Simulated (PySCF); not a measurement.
Mn²⁺ (manganese, charge +2): B3LYP calculation

Configuration: [Ar] 3d5, high-spin 6S determinant. All numbers are calculated (PySCF 2.14, no relativity, point nucleus, in pcseg-2).

```json
{
 "Total energy": "-1150.171 hartree",
 "One-electron energy": "-1569.300 hartree",
 "Hartree (Coulomb) energy": "470.869 hartree",
 "Exchange-correlation energy": "-51.740 hartree",
 "Kinetic energy": "1149.65295 hartree",
 "⟨S²⟩": "8.7506",
 "⟨L²⟩": "0.000",
 "Sum of ⟨r⟩": "14.96 bohr",
 "Sum of ⟨r²⟩": "16.26 bohr²",
 "Density at the nucleus (Gaussians lack the cusp)": "10400 bohr⁻³",
 "Spin density at the nucleus": "0.210 bohr⁻³",
 "Langevin diamagnetic susceptibility": "-12.9 ×10⁻⁶ cm³/mol",
 "Time after the integrals": "1.3 s of wall time on 1 thread of Neoverse-N1 (shared host)"
}
```

| shell | electrons | mean orbital energy (hartree) | rms radius, mean of both spins (bohr) |
| --- | --- | --- | --- |
| 1s α | 1 | -236.13588 | 0.0713 |
| 1s β | 1 | -236.13428 | 0.0713 |
| 2s α | 1 | -28.01600 | 0.307 |
| 2s β | 1 | -27.92461 | 0.307 |
| 2p α | 3 | -24.08518 | 0.275 |
| 2p β | 3 | -24.00877 | 0.275 |
| 3s α | 1 | -3.97526 | 0.926 |
| 3s β | 1 | -3.74806 | 0.926 |
| 3p α | 3 | -2.84242 | 0.989 |
| 3p β | 3 | -2.60185 | 0.989 |
| 3d α | 5 | -1.02618 | 1.27 |
